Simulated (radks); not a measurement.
Values are calculated unless marked as measured or tabulated.
Question: These are the eigenvalues of the occupied orbitals of an atom or ion with whole-number occupations (eV). Code: a radial shooting solver on a logarithmic mesh with Libxc functionals. Model: Dirac Kohn-Sham, BLYP, spin-unpolarised, spherical densities, finite nucleus; Fermi nuclear charge, rms radius of each element as measured or else 0.836 A^(1/3) + 0.57 fm.

orbital  eigenvalue
1s1/2     -45380.42
2s1/2     -7710.227
2p1/2     -7323.477
2p3/2     -6763.030
3s1/2     -1990.886
3p1/2     -1825.243
3p3/2     -1712.052
3d3/2     -1424.328
3d5/2     -1399.777
4s1/2     -687.5178
4p1/2     -622.8544
4p3/2     -595.2579
4d3/2     -487.5670
4d5/2     -482.1981

Which element is it, and in what charge state? The configuration may be excited. Open shells, if any, fill j = l - 1/2 first.

Answer: Z = 61, promethium, charge +17: Pm17+ in [Kr] 4d8. The list shows which subshells hold electrons but not how many an open one holds; the 1s level, -1667.7 hartree, gives Z - s = 57.8 by -(Z - s)^2/2, which with screening and relativity narrows Z to a few neighbours, and the depths of the outer levels then fix element, charge and occupations together.
